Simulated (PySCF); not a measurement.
## Broadened absorption spectrum of C3H6ClFSi

Species: C3H6ClFSi.
Numbering: `[F:1][CH2:2]/[CH:3]=[CH:4]\[SiH2:5][Cl:6]` (hydrogens: H7, H8 on C2; H9 on C3; H10 on C4; H11, H12 on Si5)

Computed, not measured: PySCF, TDDFT CAM-B3LYP/def2-SVPD, vertical, gas phase, core orbitals frozen in the response. One conformer (not necessarily the lowest) at the GFN2-xTB geometry, without solvent, vibrations or thermal averaging. Torsions of this conformer, `[F:1][CH2:2]/[CH:3]=[CH:4]\[SiH2:5][Cl:6]`: F1–C2–C3–C4 0°, C3–C4–Si5–Cl6 180°.

Each state is given a Gaussian of 0.4 eV full width at half maximum, with ε(max) = 2.175×10⁸ f / Δν̃ (Δν̃ the width in cm⁻¹). The width is an assumption, not a result. The curve ends short of the highest state used, and states not computed would add to its high-energy end.

```json
{"E (eV)": "6.19", "ε (L mol⁻¹ cm⁻¹)": "1"}
{"E (eV)": "6.24", "ε (L mol⁻¹ cm⁻¹)": "5"}
{"E (eV)": "6.29", "ε (L mol⁻¹ cm⁻¹)": "16"}
{"E (eV)": "6.34", "ε (L mol⁻¹ cm⁻¹)": "46"}
{"E (eV)": "6.38", "ε (L mol⁻¹ cm⁻¹)": "102"}
{"E (eV)": "6.43", "ε (L mol⁻¹ cm⁻¹)": "260"}
{"E (eV)": "6.48", "ε (L mol⁻¹ cm⁻¹)": "606"}
{"E (eV)": "6.53", "ε (L mol⁻¹ cm⁻¹)": "1299"}
{"E (eV)": "6.58", "ε (L mol⁻¹ cm⁻¹)": "2554"}
{"E (eV)": "6.63", "ε (L mol⁻¹ cm⁻¹)": "4609"}
{"E (eV)": "6.67", "ε (L mol⁻¹ cm⁻¹)": "6948"}
{"E (eV)": "6.72", "ε (L mol⁻¹ cm⁻¹)": "10743"}
{"E (eV)": "6.77", "ε (L mol⁻¹ cm⁻¹)": "15238"}
{"E (eV)": "6.82", "ε (L mol⁻¹ cm⁻¹)": "19827"}
{"E (eV)": "6.87", "ε (L mol⁻¹ cm⁻¹)": "23666"}
{"E (eV)": "6.92", "ε (L mol⁻¹ cm⁻¹)": "25912"}
{"E (eV)": "6.96", "ε (L mol⁻¹ cm⁻¹)": "26185"}
{"E (eV)": "7.01", "ε (L mol⁻¹ cm⁻¹)": "24551"}
{"E (eV)": "7.06", "ε (L mol⁻¹ cm⁻¹)": "21127"}
{"E (eV)": "7.11", "ε (L mol⁻¹ cm⁻¹)": "16696"}
{"E (eV)": "7.16", "ε (L mol⁻¹ cm⁻¹)": "12129"}
{"E (eV)": "7.21", "ε (L mol⁻¹ cm⁻¹)": "8120"}
{"E (eV)": "7.25", "ε (L mol⁻¹ cm⁻¹)": "5572"}
{"E (eV)": "7.30", "ε (L mol⁻¹ cm⁻¹)": "3284"}
{"E (eV)": "7.35", "ε (L mol⁻¹ cm⁻¹)": "1885"}
{"E (eV)": "7.40", "ε (L mol⁻¹ cm⁻¹)": "1183"}
{"E (eV)": "7.45", "ε (L mol⁻¹ cm⁻¹)": "1004"}
{"E (eV)": "7.49", "ε (L mol⁻¹ cm⁻¹)": "1159"}
{"E (eV)": "7.54", "ε (L mol⁻¹ cm⁻¹)": "1668"}
{"E (eV)": "7.59", "ε (L mol⁻¹ cm⁻¹)": "2474"}
```

Question: Where are the band maxima, and which computed states make them?

Answer: 178 nm (6.95 eV), ε about 26000, made up of S2 (100%) (ε in L mol⁻¹ cm⁻¹; maxima over ε = 5, shares over 10%). At its high-energy end, 7.59 eV, the curve is still rising (ε about 2500, from S4). The states used: S1 6.79 eV (f 0.0010); S2 6.95 eV (f 0.388); S3 7.28 eV (f 0.0028); S4 7.82 eV (f 0.090); S5 7.85 eV (f 0.0007); S6 8.09 eV (f 0.0004); S7 8.17 eV (f 0.013); S8 8.19 eV (f 0.017).

Question: On this curve, what absorbance would a 10⁻³ mol/L sample give at 193 nm over a 1 cm path?

Answer: 193 nm is 6.424 eV, where ε is about 230 L mol⁻¹ cm⁻¹, so A = ε c l ≈ 0.23 (Beer–Lambert, with the gas-phase spectrum and the assumed width).

Question: Coming from long wavelengths, where does ε first pass 100 L mol⁻¹ cm⁻¹?

Answer: At about 194 nm (6.38 eV), 0.41 eV below S1.

Question: What would ε be at 6.95 eV, the highest of these maxima, with half the width (0.2 eV)?

Answer: About 52400 L mol⁻¹ cm⁻¹ against 26300, a factor of about 1.99; a lone state at its own centre would give exactly 2.

On one thread, Intel Xeon at 2.70 GHz (x86_64), no GPU, shared host, this took 46 s of wall time and 0.77 GiB of memory at its peak.
